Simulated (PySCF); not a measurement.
B(H)(OEt)(NH2) (C2H8BNO), SMILES CCOBN. Atoms are numbered in the order given.

```xyz
13

B     -0.3649     0.7493     0.8744
H     -1.0908     0.0697     1.5703
O      0.5099     0.1739    -0.0017
C      0.5637    -1.2250    -0.2023
C     -0.2172    -1.6348    -1.4412
H      1.6258    -1.5031    -0.3139
H      0.1762    -1.7553     0.6871
H      0.1526    -1.0945    -2.3267
H     -0.1164    -2.7166    -1.6257
H     -1.2877    -1.4029    -1.3219
N     -0.4183     2.1483     0.9725
H     -1.0329     2.6299     1.6138
H      0.1671     2.7561     0.4112
```
Charge 0, spin multiplicity 1.

Coordinates come from a B3LYP-D3(BJ)/def2-SVP optimisation. This is a generated structure with no PubChem entry under its InChIKey; it may be hypothetical. The values are those of a single conformer.

Two levels are set side by side: PBE/pcSseg-1 (PySCF) and B3LYP/pcSseg-1 (PySCF). GIAO shifts against BF3 (¹¹B), H2O (¹⁷O), NH3 (¹⁵N), TMS (¹H), TMS (¹³C) at the same level; non-relativistic, no solvent, atoms listed together averaged. Differences are taken from unrounded values.

| quantity | B3LYP |
|---|---|
| δ(¹¹B) of B1 (ppm) | 15.7 |
| δ(¹H) of H2 (ppm) | 4.34 |
| δ(¹⁷O) of O3 (ppm) | 146.2 |
| δ(¹³C) of C4 (ppm) | 71.0 |
| δ(¹³C) of C5 (ppm) | 23.8 |
| δ(¹⁵N) of N11 (ppm) | 81.9 |

### Question
What does PBE give, and how far is it from B3LYP? (Estimate from the structure and the level; the computed values follow.)

### Answer

| quantity | PBE | PBE minus B3LYP |
|---|---|---|
| δ(¹¹B) of B1 (ppm) | 13.7 | -2.0 |
| δ(¹H) of H2 (ppm) | 4.50 | 0.16 |
| δ(¹⁷O) of O3 (ppm) | 158.8 | 12.6 |
| δ(¹³C) of C4 (ppm) | 72.4 | 1.4 |
| δ(¹³C) of C5 (ppm) | 23.3 | -0.5 |
| δ(¹⁵N) of N11 (ppm) | 85.5 | 3.6 |

Rough cost on one machine, each run with all the roots and properties that it gave: B3LYP against PBE within a factor of 2.
